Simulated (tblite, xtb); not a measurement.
I$_{4}$Si (SMILES I[Si](I)(I)I), singlet, geometry from GFN2-xTB. Base run: GFN1-xTB (xtb).

Here is a job for xtb.
```
$ xtb mol.xyz --gfn 1 --json

# file mol.xyz
5

I      2.21032182    -1.01466435     0.44131595
Si    -0.00000000     0.00000000    -0.00000000
I     -1.44768676    -1.64430040    -1.14468568
I     -1.04249418     0.66686619     2.13970125
I      0.27985912     1.99209856    -1.43633152
```

Programs used: tblite, xtb; a row that names a program was run with it.

The base run was repeated with changes; each row names its change, and settings that it needs were set with it.

```
change                                                      ΔE vs base (kJ/mol)  HOMO-LUMO gap (eV)  G_solv (kcal/mol)  SCF cycles
----------------------------------------------------------  -------------------  ------------------  -----------------  ----------
base                                                                       0.00                5.28                  -           9
program = tblite; method = gfn1; option = (--alpb, water)                -16.28                   -                  -           -
program = tblite; method = gfn1; option = (--etemp, 2000)                  0.00                   -                  -           -
gbsa = toluene                                                            -53.2                5.28             -12.73           9
alpb = cs2                                                                -52.5                5.28             -12.54           9
etemp = 10000                                                             -56.5                5.30                  -          10
file = coord                                                               0.00                5.28                  -           9
gbsa = chcl3                                                              -60.7                5.28             -14.51           9
program = tblite; method = gfn1; option = --spin-polarized                 0.00                   -                  -           -
program = tblite; method = gfn1                                            0.00                   -                  -           -
```

ALPB and GBSA are two models with their own fitted parameters for each solvent, which aren't always the measured dielectric constant.
